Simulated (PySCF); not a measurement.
# Working out the excitation energy of Ag

Ag [Kr] 4d10 5s1 (2S) → Ag [Kr] 4d9 5s1 5p1 (high-spin determinant). Computed with PySCF 2.14 in aug-cc-pVDZ-PP with ECP28MDF (5s5p4d2f, 54 functions), with scalar relativity through the core potential. Frozen: 4s2 4p6. Energies in hartree (1 hartree = 27.21139 eV):

```tsv
part	Ag (lower)	Ag (upper)
UHF	-146.054522	-145.844317
CCSD correlation	-0.312970	-0.261701
(T)	-0.008694	-0.005565
```

**Question.** What does Hartree-Fock give?

**Answer.** (-145.844317) − (-146.054522) = 0.210205 hartree = 5.720 eV.

**Question.** What do CCSD and CCSD(T) give?

**Answer.** The CCSD correlation energies differ by 0.051269 hartree = 1.395 eV and the triples by 0.003129 hartree = 0.085 eV, so CCSD gives 7.115 eV and CCSD(T) 7.200 eV.

One determinant mixes LS terms, so it does not stand for a single term.

A double-zeta basis recovers only part of the correlation energy.
